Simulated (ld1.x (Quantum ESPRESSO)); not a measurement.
What the settings do to the PAW potential of B

Base potential:

- Element: B
- Generator: ld1.x (Quantum ESPRESSO) 7.5
- Type: PAW
- Functional: Wu–Cohen
- Relativity: scalar-relativistic
- Frozen core: none
- Valence charge: 5
- Reference configuration: 1s2 2s1.75 2p1.25
- Partial waves: 1s (bound): rcut 0.50, rcutus 0.60 bohr; 2s (bound): rcut 0.50, rcutus 0.60 bohr; 2p (bound): rcut 2.00, rcutus 2.75 bohr; 2p channel at 0.1 Ry: rcut 2.00, rcutus 2.75 bohr
- Local potential: all-electron potential smoothed inside 0.50 bohr (lloc = -1)
- Core correction: none
- Augmentation charge: BESSEL, radius 0.40 bohr

All-electron outer shells of the reference configuration (Wu–Cohen, scalar-relativistic, ld1.x):

```
shell  level (eV)  outermost node (bohr)  outermost maximum (bohr)
   1s     -180.44                      –                      0.21
   2s       -9.51                   0.46                      1.52
   2p       -3.67                      –                      1.57
```

Cutoffs, loose and tight: the cutoffs (Ry, on a coarse ladder) from which the occupation-weighted sum of valence levels, in a spherical-Bessel basis at the reference potential, stays within 10 and 1 mRy of its value at 400 Ry. They do not see the model core or the augmentation charge, which bear on the density cutoff. Test errors are all-electron minus pseudo excitation energies from the reference, over the configurations 1s2 2s2 2p1; 1s2 2s2 2p0; 1s2 2s1 2p0; 1s2 2s1 2p2; 1s2 2s2 2p1.3; 1s2 2s2 2p0.5; 1s2 2s1 2p1. A dash means not determined; rows that change the core or the reference have their own tests. The largest error is taken over the tests solved by every variant that gives reliable tests at all: 1s2 2s1 2p0; 1s2 2s1 2p1; 1s2 2s2 2p0; 1s2 2s2 2p0.5; 1s2 2s2 2p1; 1s2 2s2 2p1.3.

| change | outcome | cutoff, loose | cutoff, tight | bound ghosts | largest test error (meV) |
| --- | --- | --- | --- | --- | --- |
| base | generated | 230 Ry | 300 Ry | none | +233 |
| waves 1s (bound): rcut 0.38, rcutus 0.40 bohr; 2s (bound): rcut 0.38, rcutus 0.40 bohr | generated | 300 Ry | over 300 Ry | none | +1447 |
| waves 1s (bound): rcut 0.48, rcutus 0.50 bohr; 2s (bound): rcut 0.48, rcutus 0.50 bohr | generated | 230 Ry | over 300 Ry | none | +517 |
| waves 1s (bound): rcut 0.50, rcutus 0.56 bohr; 2s (bound): rcut 0.50, rcutus 0.56 bohr | generated | 230 Ry | 300 Ry | none | +332 |
| waves 1s (bound): rcut 0.50, rcutus 0.62 bohr; 2s (bound): rcut 0.50, rcutus 0.62 bohr | generated | 230 Ry | 300 Ry | none | +206 |
| waves 1s (bound): rcut 0.50, rcutus 0.66 bohr; 2s (bound): rcut 0.50, rcutus 0.66 bohr | generated | 200 Ry | 260 Ry | none | +138 |
| waves 1s (bound): rcut 0.50, rcutus 0.84 bohr; 2s (bound): rcut 0.50, rcutus 0.84 bohr | generated | 140 Ry | 230 Ry | none | +32 |
| waves 1s (bound): rcut 0.50, rcutus 0.90 bohr; 2s (bound): rcut 0.50, rcutus 0.90 bohr | generated | 140 Ry | 200 Ry | none | +40 |

**Question.** What comes out with this change to the base: waves 1s (bound): rcut 0.44, rcutus 0.46 bohr; 2s (bound): rcut 0.44, rcutus 0.46 bohr?

**Answer.** outcome: generated; cutoff, loose: 260 Ry; cutoff, tight: 300 Ry; bound ghosts: none; largest test error (meV): +812.

**Question.** What comes out with this change to the base: waves 1s (bound): rcut 0.50, rcutus 0.80 bohr; 2s (bound): rcut 0.50, rcutus 0.80 bohr?

**Answer.** outcome: generated; cutoff, loose: 160 Ry; cutoff, tight: 260 Ry; bound ghosts: none; largest test error (meV): +42.

**Question.** What comes out with this change to the base: waves 1s (bound): rcut 0.50, rcutus 0.72 bohr; 2s (bound): rcut 0.50, rcutus 0.72 bohr?

**Answer.** outcome: generated; cutoff, loose: 180 Ry; cutoff, tight: 300 Ry; bound ghosts: none; largest test error (meV): +87.

Reading the sweep of the s radius (base included, trends over the rows without a ghost): The loose cutoff falls from 300 Ry at 0.4 to 140 Ry at 0.9 bohr. A larger radius leaves more room for a smooth pseudo-wave, so fewer plane waves are needed; a smaller one forces it to follow the all-electron wave where it bends sharply. The median size of the test errors (rows with all tests solved) is not monotonic: lowest 3.9 meV at 0.8 bohr, highest 279.2 meV at 0.46 bohr.
